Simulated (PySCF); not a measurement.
Zr(OH)₂ (triplet). All numbers come from UPBE0 in PySCF with Zr def2-TZVP with ECP28, O def2-TZVP, H def2-TZVP; scalar-relativistic core potentials, no spin–orbit coupling; density-fitted integrals.

Harmonic bands of its minimum:

```tsv
ω (cm⁻¹)	IR (km/mol)
81	2.9
367	149
399	115
416	0.0
433	102
678	26.8
681	229
3996	307
3997	90.0
```

Problem. The central atom is Zr. Infer the point group and assign the bands.

Solution. C2v. The modes span 4a1 + b1 + a2 + 3b2: 81 a1, 367 b1, 399 a1, 416 a2, 433 b2, 678 a1, 681 b2, 3996 b2, 3997 a1. The computed geometry has O–H 0.953 Å (×2), Zr–O 1.937 Å (×2); H–O–Zr 163.0° (×2), O–Zr–O 149.5°.

This need not be the most stable arrangement of these atoms. With open d or f shells other occupations or spin states may lie lower.
